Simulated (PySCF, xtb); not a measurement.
C₂H₅O₂, SMILES COC=[OH+], charge +1. One conformer was computed; it need not be the lowest.

Harmonic wavenumbers (cm⁻¹) from GFN2-xTB (xtb) at its own minimum, in rising order: 73, 246, 382, 661, 704, 909, 954, 1071, 1084, 1124, 1258, 1301, 1370, 1401, 1427, 1605, 2942, 2993, 2998, 3044, 3258.

Task: What does PBE-D3(BJ)/def2-SVP run with PySCF give at its own minimum? (Estimate from the structure and the level; the computed values follow.)

Result: 87, 244, 334, 679, 681, 837, 1007, 1085, 1109, 1151, 1342, 1359, 1392, 1394, 1421, 1658, 2987, 3107, 3134, 3152, 3557. Paired by order, the mean absolute difference is 58 cm⁻¹ and the zero-point energies are 44.0 and 45.3 kcal/mol.
